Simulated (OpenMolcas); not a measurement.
**Pt2+ in CsCaF3: curves along the breathing mode**

Pt2+ with its 6 nearest fluoride ions, on the Ca site of CsCaF3 (a = 4.526 Å, distance in the model lattice 2.263 Å). The rest of the host is ab initio model potentials to 7.6 Å, with orthogonalisation functions on the cations behind the ligands, and point charges beyond; the distance is set by hand and nothing relaxes. Ligand basis ANO-RCC-VDZP.

```
Program             : OpenMolcas 26.06
Method              : CASSCF
Basis               : ANO-RCC-VDZP [7s6p4d2f]
Scalar Hamiltonian  : DKH2, point nucleus
Active space        : 8 electrons in 5 orbitals (5d)
State averaging     : 2S+1 = 3 even, 10 roots; 2S+1 = 1 even, 15 roots
Spin-orbit coupling : state interaction with AMFI integrals over the reference wave functions
```

Spin-free energies (labels of O, the rotations of Oh) in cm-1 above the lowest fitted minimum, as all ligands move together:

```
R (Å)    3A2     1E    3T2    1A1    3T1    1T2    1T1
2.021  18640  31030  41000  41170  49070  53040  56440
2.068  10050  22480  29900  32430  37790  42000  45450
2.116   4210  16680  21810  26400  29470  33960  37460
2.164    960  13450  16580  22920  23960  28770  32320
2.211     10  12510  13940  21740  21010  26140  29760
2.259   1170  13670  13570  22640  20300  25780  29460
2.306   4290  16790  15380  25510  21740  27590  31340
```

Cubic fits give the following; the wavenumber is harmonic, with the mass of all moving ligands, small differences in it between states hang on the degree of the fit, a number in brackets counts states of one label, and the table is a selection of at most 14 states with clean curves.

```csv
State,R0 (Å),Breathing mode (cm-1),Minimum (cm-1)
3A2,2.207,529,0
1E,2.207,528,12500
3T2,2.242,532,13470
1A1,2.213,524,21740
3T1,2.249,523,20300
1T2,2.241,531,25690
1T1,2.240,533,29340
3T1(2),2.264,543,31310
1E(2),2.270,534,40060
1T2(2),2.270,535,40350
1A1(2),2.263,539,60760
```

The minimum of 3T2 is shifted by +0.0342 Å against 3A2 (from the unrounded fits). With M = 114.0 u for the moving shell, the Huang-Rhys factor in this mode is S = M ω ΔR² / 2ħ = 0.01483 × 114.0 × 529 × 0.0342² = 1.05. Only the first shell moves, against a rigid host.

Without dynamic correlation the repulsion within the d shell is too large (B by tens of per cent), so at a given field states of lower spin stand too high. Real 4d8 and 5d8 ions are as a rule square planar and diamagnetic. With metal d orbitals alone the field can be off either way by tens of per cent. Ligand-to-metal charge-transfer states are missing. With no ligand orbital active B as a rule stays too high, so bands that hang on it stand too high and its fall with covalency is understated. The least metal-like active orbital is 84 % on the metal (Löwdin) and no ligand orbital is active, so the numbers are rough (holds for R = 2.021). No measured value stands beside these numbers.
